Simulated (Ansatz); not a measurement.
Si₃₅H₄₂⁺, a nanocrystal cut from hexagonal silicon. Charge 1, multiplicity 2. Geometry r2SCAN-D4/def2-SVP, that of the neutral singlet.

```xyz
77

Si   -2.162   -1.683    3.926
Si   -0.601    0.088    3.749
Si    2.921   -2.095    2.031
Si    4.472   -0.314    1.884
Si   -3.187   -6.397    1.230
Si   -4.147   -4.384    1.968
Si   -0.544   -3.388    0.939
Si   -2.587   -2.613    1.811
Si    1.010   -1.621    0.749
Si    0.059    0.386    1.515
Si    3.650    1.371    0.469
Si    1.618    2.154    1.351
Si    5.213    3.140    0.322
Si    4.245    5.139    1.097
Si   -6.072   -3.902    0.710
Si   -3.416   -0.905    0.422
Si   -1.852    0.854    0.233
Si   -2.809    2.859    0.996
Si    0.784    3.849   -0.048
Si   -1.241    4.625    0.854
Si    2.340    5.624   -0.196
Si   -2.312   -6.249   -0.948
Si   -0.941   -4.341   -1.172
Si    1.655   -1.327   -1.492
Si    3.214    0.448   -1.653
Si    5.873    3.450   -1.913
Si   -5.586   -3.422   -1.540
Si   -1.847   -2.666   -2.553
Si   -3.865   -1.814   -1.698
Si   -0.277   -0.897   -2.770
Si   -1.192    1.135   -2.006
Si    2.411    2.150   -3.066
Si    0.373    2.906   -2.165
Si    3.970    3.923   -3.213
Si    3.012    5.923   -2.429
H    -1.623   -2.744    4.837
H    -3.444   -1.173    4.512
H     0.607   -0.208    4.584
H    -1.210    1.360    4.255
H     2.521   -2.316    3.458
H     3.544   -3.360    1.523
H     4.711    0.268    3.244
H     5.781   -0.817    1.356
H    -2.044   -6.743    2.136
H    -4.197   -7.501    1.310
H    -4.548   -4.548    3.407
H     0.006   -4.429    1.872
H     1.863    2.723    2.720
H     6.411    2.802    1.162
H     3.867    5.002    2.540
H     5.235    6.258    0.972
H    -7.038   -5.044    0.801
H    -6.730   -2.685    1.286
H    -4.684   -0.375    1.028
H    -3.264    2.685    2.414
H    -4.011    3.173    0.159
H    -0.981    5.189    2.218
H    -1.784    5.723   -0.009
H     1.695    6.881    0.312
H    -1.462   -7.461   -1.189
H    -3.412   -6.250   -1.963
H     0.368   -4.765   -1.774
H     2.316   -2.583   -1.980
H     4.500   -0.096   -2.205
H     6.553    2.216   -2.424
H     6.839    4.593   -2.001
H    -5.230   -4.672   -2.282
H    -6.819   -2.847   -2.171
H    -2.102   -3.245   -3.915
H    -4.321   -0.717   -2.617
H     0.105   -0.757   -4.215
H    -2.395    1.490   -2.830
H     2.171    1.587   -4.437
H    -0.203    3.971   -3.053
H     4.372    4.088   -4.650
H     4.022    7.028   -2.509
H     1.834    6.297   -3.275
```

Single mean-field runs in def2-TZVP are fitted with def2-universal-jkfit. At PBE-D4/def2-TZVP, revPBE-D4/def2-TZVP the gap within one spin of the charge 1 doublet nearly closes, so an electron or hole may be smeared out by delocalisation error.

Estimate the α-spin orbital energies around the gap (eV) in Ansatz with PBE-D4/def2-TZVP, revPBE-D4/def2-TZVP, PBE0-D4/def2-TZVP.


```json
{"orbital": "HOMO−5", "PBE-D4/def2-TZVP": "-8.63", "revPBE-D4/def2-TZVP": "-8.60", "PBE0-D4/def2-TZVP": "-9.58"}
{"orbital": "HOMO−4", "PBE-D4/def2-TZVP": "-8.61", "revPBE-D4/def2-TZVP": "-8.57", "PBE0-D4/def2-TZVP": "-9.55"}
{"orbital": "HOMO−3", "PBE-D4/def2-TZVP": "-8.56", "revPBE-D4/def2-TZVP": "-8.52", "PBE0-D4/def2-TZVP": "-9.49"}
{"orbital": "HOMO−2", "PBE-D4/def2-TZVP": "-8.44", "revPBE-D4/def2-TZVP": "-8.41", "PBE0-D4/def2-TZVP": "-9.39"}
{"orbital": "HOMO−1", "PBE-D4/def2-TZVP": "-8.37", "revPBE-D4/def2-TZVP": "-8.34", "PBE0-D4/def2-TZVP": "-9.30"}
{"orbital": "HOMO", "PBE-D4/def2-TZVP": "-8.37", "revPBE-D4/def2-TZVP": "-8.34", "PBE0-D4/def2-TZVP": "-9.29"}
{"orbital": "LUMO", "PBE-D4/def2-TZVP": "-4.86", "revPBE-D4/def2-TZVP": "-4.78", "PBE0-D4/def2-TZVP": "-4.22"}
{"orbital": "LUMO+1", "PBE-D4/def2-TZVP": "-4.77", "revPBE-D4/def2-TZVP": "-4.69", "PBE0-D4/def2-TZVP": "-4.15"}
{"orbital": "LUMO+2", "PBE-D4/def2-TZVP": "-4.74", "revPBE-D4/def2-TZVP": "-4.65", "PBE0-D4/def2-TZVP": "-4.07"}
{"orbital": "LUMO+3", "PBE-D4/def2-TZVP": "-4.69", "revPBE-D4/def2-TZVP": "-4.60", "PBE0-D4/def2-TZVP": "-4.02"}
{"orbital": "LUMO+4", "PBE-D4/def2-TZVP": "-4.68", "revPBE-D4/def2-TZVP": "-4.59", "PBE0-D4/def2-TZVP": "-4.01"}
{"orbital": "LUMO+5", "PBE-D4/def2-TZVP": "-4.64", "revPBE-D4/def2-TZVP": "-4.55", "PBE0-D4/def2-TZVP": "-3.97"}
{"orbital": "β HOMO", "PBE-D4/def2-TZVP": "-8.36", "revPBE-D4/def2-TZVP": "-8.33", "PBE0-D4/def2-TZVP": "-9.28"}
{"orbital": "β LUMO", "PBE-D4/def2-TZVP": "-8.27", "revPBE-D4/def2-TZVP": "-8.22", "PBE0-D4/def2-TZVP": "-8.34"}
```
